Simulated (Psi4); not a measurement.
C4H6O4Zn, charge -1, doublet, at the geometry of the source list (a state made from the parent by changing its charge; the spin is typed, not shown lowest) (a gas-phase anion, which may not be bound at this level); SVWN/6-31G in Psi4.

Psi4 was given this input:
```
memory 2 GB

molecule mol {
-1 2
  Zn   -0.012400   -0.002900   -0.002600
  C     0.104800    2.309700   -2.958300
  C     0.057700    1.376700   -1.783800
  O    -0.470400    0.245400   -1.894300
  O     0.536300    1.733300   -0.679100
  H     0.975600    2.952700   -2.878900
  H     0.116100    1.738800   -3.881200
  H    -0.791100    2.927100   -2.935700
  C    -0.079500   -2.303800    2.963600
  C    -0.059200   -1.377100    1.783500
  O    -1.010500   -0.586200    1.582700
  O     0.907900   -1.401000    0.982900
  H     0.937200   -2.512600    3.281300
  H    -0.663500   -1.864800    3.766100
  H    -0.549000   -3.235500    2.653800
}

set basis 6-31g
set reference uks
set dft_pruning_scheme treutler

energy('svwn')
print_variables()
```

### Question
Write the output that Psi4 gives for this input, abridged.

### Answer

```
   => Loading Basis Set <=

    Name: 6-31G
    Role: ORBITAL
    Keyword: BASIS

         ---------------------------------------------------------
                                   SCF
               by Justin Turney, Rob Parrish, Andy Simmonett
                          and Daniel G. A. Smith
                              UKS Reference
         ---------------------------------------------------------

  ==> Geometry <==

    Molecular point group: c1
    Full point group: C1

    Geometry (in Angstrom), charge = -1, multiplicity = 2:

       Center              X                  Y                   Z               Mass
    ------------   -----------------  -----------------  -----------------  -----------------
         ZN          -0.006526941577    -0.001528201184    -0.001360501676    63.929142010000
         C            0.110673058423     2.311071798816    -2.957060501676    12.000000000000
         C            0.063573058423     1.378071798816    -1.782560501676    12.000000000000
         O           -0.464526941577     0.246771798816    -1.893060501676    15.994914619570
         O            0.542173058423     1.734671798816    -0.677860501676    15.994914619570
         H            0.981473058423     2.954071798816    -2.877660501676     1.007825032230
         H            0.121973058423     1.740171798816    -3.879960501676     1.007825032230
         H           -0.785226941577     2.928471798816    -2.934460501676     1.007825032230
         C           -0.073626941577    -2.302428201184     2.964839498324    12.000000000000
         C           -0.053326941577    -1.375728201184     1.784739498324    12.000000000000
         O           -1.004626941577    -0.584828201184     1.583939498324    15.994914619570
         O            0.913773058423    -1.399628201184     0.984139498324    15.994914619570
         H            0.943073058423    -2.511228201184     3.282539498324     1.007825032230
         H           -0.657626941577    -1.863428201184     3.767339498324     1.007825032230
         H           -0.543126941577    -3.234128201184     2.655039498324     1.007825032230

  Running in c1 symmetry.

  Rotational constants: A =      0.20655  B =      0.02184  C =      0.02184 [cm^-1]
  Rotational constants: A =   6192.27773  B =    654.77902  C =    654.65756 [MHz]
  Nuclear repulsion =  753.193754945433398

  Charge       = -1
  Multiplicity = 2
  Electrons    = 93
  Nalpha       = 47
  Nbeta        = 46

  ==> Algorithm <==

  SCF Algorithm Type is DF.
  DIIS enabled.
  MOM disabled.
  Fractional occupation disabled.
  Guess Type is SAD.
  Energy threshold   = 1.00e-06
  Density threshold  = 1.00e-06
  Integral threshold = 1.00e-12

  ==> Primary Basis <==

  Basis Set: 6-31G
    Blend: 6-31G
    Number of shells: 63
    Number of basis functions: 113
    Number of Cartesian functions: 113
    Spherical Harmonics?: false
    Max angular momentum: 2

  ==> DFT Potential <==

   => LibXC <=

    Version 7.1.2
    S. Lehtola, C. Steigemann, M. J. T. Oliveira, and M. A. L. Marques,  SoftwareX 7, 1–5 (2018) (10.1016/j.softx.2017.11.002)

   => Composite Functional: SVWN <=

    Slater exchange
    Vosko, Wilk & Nusair (VWN5_RPA)
    P. A. M. Dirac,  Math. Proc. Cambridge Philos. Soc. 26, 376 (1930) (10.1017/S0305004100016108)
    F. Bloch,  Z. Phys. 57, 545 (1929) (10.1007/BF01340281)
    S. H. Vosko, L. Wilk, and M. Nusair,  Can. J. Phys. 58, 1200 (1980) (10.1139/p80-159)

    Deriv               =              1
    GGA                 =          FALSE
    Meta                =          FALSE

    Exchange Hybrid     =          FALSE
    MP2 Hybrid          =          FALSE

   => Exchange Functionals <=

    1.0000         XC_LDA_X

   => Correlation Functionals <=

    1.0000   XC_LDA_C_VWN_RPA

   => LibXC Density Thresholds  <==

    XC_LDA_C_VWN_RPA:  1.00E-15
    XC_LDA_X:  1.00E-15

   => Molecular Quadrature <=

    Radial Scheme          =       TREUTLER
[...]
   @DF-UKS iter  70: -2231.28034002944105    2.23485e-03   2.07401e-03 ADIIS/DIIS
   @DF-UKS iter  71: -2231.28200783669217   -1.66781e-03   2.03679e-03 ADIIS/DIIS
   @DF-UKS iter  72: -2231.32833719638666   -4.63294e-02   1.00952e-03 ADIIS/DIIS
   @DF-UKS iter  73: -2231.29025853583835    3.80787e-02   1.85592e-03 ADIIS/DIIS
   @DF-UKS iter  74: -2231.29948312115130   -9.22459e-03   1.65776e-03 ADIIS/DIIS
   @DF-UKS iter  75: -2231.30180107463548   -2.31795e-03   1.60588e-03 ADIIS/DIIS
   @DF-UKS iter  76: -2231.29501286246023    6.78821e-03   1.73432e-03 ADIIS/DIIS
   @DF-UKS iter  77: -2231.29679675927400   -1.78390e-03   1.70758e-03 ADIIS/DIIS
   @DF-UKS iter  78: -2231.29218215040555    4.61461e-03   1.79659e-03 ADIIS/DIIS
   @DF-UKS iter  79: -2231.34243690347239   -5.02548e-02   3.48425e-04 ADIIS/DIIS
   @DF-UKS iter  80: -2231.33670982945659    5.72707e-03   6.90254e-04 ADIIS/DIIS
   @DF-UKS iter  81: -2231.34339270584360   -6.68288e-03   9.45184e-05 DIIS
   @DF-UKS iter  82: -2231.32606535652667    1.73273e-02   1.08071e-03 ADIIS/DIIS
   @DF-UKS iter  83: -2231.31771444286733    8.35091e-03   1.29194e-03 ADIIS/DIIS
   @DF-UKS iter  84: -2231.31664492303526    1.06952e-03   1.31616e-03 ADIIS/DIIS
   @DF-UKS iter  85: -2231.31417092455376    2.47400e-03   1.36563e-03 ADIIS/DIIS
   @DF-UKS iter  86: -2231.31877148408830   -4.60056e-03   1.26722e-03 ADIIS/DIIS
   @DF-UKS iter  87: -2231.33472292328361   -1.59514e-02   7.79879e-04 ADIIS/DIIS
   @DF-UKS iter  88: -2231.33555077269193   -8.27849e-04   7.41910e-04 ADIIS/DIIS
   @DF-UKS iter  89: -2231.33452102477168    1.02975e-03   7.88179e-04 ADIIS/DIIS
   @DF-UKS iter  90: -2231.33552574454507   -1.00472e-03   7.43679e-04 ADIIS/DIIS
   @DF-UKS iter  91: -2231.34278743993627   -7.26170e-03   2.18752e-04 ADIIS/DIIS
   @DF-UKS iter  92: -2231.33133184034796    1.14556e-02   9.12095e-04 ADIIS/DIIS
   @DF-UKS iter  93: -2231.34151973350026   -1.01879e-02   3.71566e-04 ADIIS/DIIS
   @DF-UKS iter  94: -2231.34271206496078   -1.19233e-03   2.32966e-04 ADIIS/DIIS
   @DF-UKS iter  95: -2231.34335662621652   -6.44561e-04   9.04372e-05 DIIS
   @DF-UKS iter  96: -2231.34321610370125    1.40523e-04   1.34887e-04 ADIIS/DIIS
   @DF-UKS iter  97: -2231.34344788801309   -2.31784e-04   4.03107e-05 DIIS
   @DF-UKS iter  98: -2231.34332583171999    1.22056e-04   1.01827e-04 ADIIS/DIIS
   @DF-UKS iter  99: -2231.34344753588175   -1.21704e-04   4.05662e-05 DIIS
   @DF-UKS iter 100: -2231.34346383573347   -1.62999e-05   2.19098e-05 DIIS

PsiException: Could not converge SCF iterations in 100 iterations.

  Failed to converge.

Traceback (most recent call last):
  File "psi4", line 375, in <module>
  File "<string>", line 37, in <module>
  File "site-packages/psi4/driver/driver.py", line 533, in energy
  File "site-packages/psi4/driver/procrouting/proc.py", line 2760, in run_scf
  File "site-packages/psi4/driver/procrouting/proc.py", line 2047, in scf_helper
  File "site-packages/psi4/driver/procrouting/scf_proc/scf_iterator.py", line 93, in scf_compute_energy
  File "site-packages/psi4/driver/procrouting/scf_proc/scf_iterator.py", line 86, in scf_compute_energy
  File "site-packages/psi4/driver/procrouting/scf_proc/scf_iterator.py", line 609, in scf_iterate

psi4.driver.p4util.exceptions.SCFConvergenceError: Could not converge SCF iterations in 100 iterations.

Printing out the relevant lines from the Psithon --> Python processed input file:
    ""","mol")
    core.IO.set_default_namespace("mol")
    core.set_global_option("BASIS", "6-31g")
    core.set_global_option("REFERENCE", "uks")
    core.set_global_option("DFT_PRUNING_SCHEME", "treutler")
--> energy('svwn')
    print_variables()

!-------------------------------------------------------!
!                                                       !
!  Could not converge SCF iterations in 100 iterations. !
!                                                       !
!-------------------------------------------------------!
```

Convergence was not reached.
